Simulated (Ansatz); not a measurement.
Total energies of GeH₄ from Ansatz at PBE-D4/def2-TZVP, gas phase (1 Eh = 27.2114 eV = 2625.5 kJ/mol). The reference geometry is relaxed at B3LYP-D4/def2-TZVP.

```tsv
atom	x (Å)	y (Å)	z (Å)
Ge1	0.000	0.000	0.000
H2	0.193	0.257	1.502
H3	1.016	-1.049	-0.475
H4	0.215	1.309	-0.775
H5	-1.424	-0.516	-0.252
```

| state | geometry | energy (Eh) |
| --- | --- | --- |
| charge 0 singlet | reference | -2079.05900 |
| charge 1 doublet | reference | -2078.62125 |
| free Ge atom (triplet) | – | -2076.60177 |
| free H atom (doublet) | – | -0.49962 |

(1) Work out the vertical ionisation energy to the doublet.

(2) What is the binding energy per atom against free atoms?

(1) E(charge 1 doublet) − E(charge 0 singlet) = -2078.62125 − (-2079.05900) = 0.43775 Eh = 11.91 eV. For comparison, −ε of the highest occupied level is 8.35 eV at this level, 3.56 eV less.

(2) Atoms: 1 × (-2076.60177) + 4 × (-0.49962) = -2078.60025 Eh. Binding: -2078.60025 − (-2079.05900) = 0.45875 Eh = 12.48 eV, or 2.50 eV for each of 5 atoms (no zero-point energy, no counterpoise term).
